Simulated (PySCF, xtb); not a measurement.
C3H7BFN, SMILES C=CB(F)NC.

GFN2-xTB run with xtb 6.7.1 at its own geometry gives an orbital gap of 4.28 eV and a dipole moment of 2.61 D.

Geometry: ωB97X-D3(BJ)/def2-SVP. The structure was generated by enumeration, and PubChem lists no compound with its InChIKey, so it may never have been made. The values are those of a single conformer.

Task: What does PySCF with PBE/def2-TZVP give? (The exact figures need the calculation; the answer reports its results.)

Result: gap 4.51 eV (levels -6.07 and -1.56 eV), dipole 2.18 D.
